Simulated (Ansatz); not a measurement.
Program: Ansatz. Geometries: PBE0-D4/def2-TZVP. ΔE: electronic, gas phase. CCSD(T)/CBS is the MP2 limit (def2-TZVPP, def2-QZVPP) plus CCSD(T) − MP2 in def2-TZVPP, frozen cores. DFT in def2-TZVPP. B3LYP here is the variant with VWN-RPA as its local correlation; programs differ in this. For As, Se outer-core shells are correlated without core-valence functions, which leaves a few kJ/mol of doubt a bond. Scalar relativity is left out up to krypton. One conformer a species, not always the lowest.

Consider the cleavage of the Si–Si bond: `C[SiH]([SiH3])[AsH2]` + `O[SiH2][SeH]` → `O[SiH2][Se][SiH3]` + `C[SiH2][AsH2]`.

| level | ΔE (kJ/mol) |
| --- | --- |
| B3LYP | -56.1 |
| HF/def2-TZVPP | -69.5 |
| MP2/def2-TZVPP | -66.8 |
| SCS-MP2/def2-QZVPP | -67.8 |

Task: What does CCSD(T)/CBS give? (Estimate.)

Result: Computed: -61.1 kJ/mol. The listed levels differ from it by 5.0, -8.4, -5.7, -6.7 kJ/mol.

Largest T1 diagnostic among the species: 0.012.

From PBE to PBE0 (25 % exact exchange), in def2-TZVPP and without D4, ΔE moves by −5.4 kJ/mol.
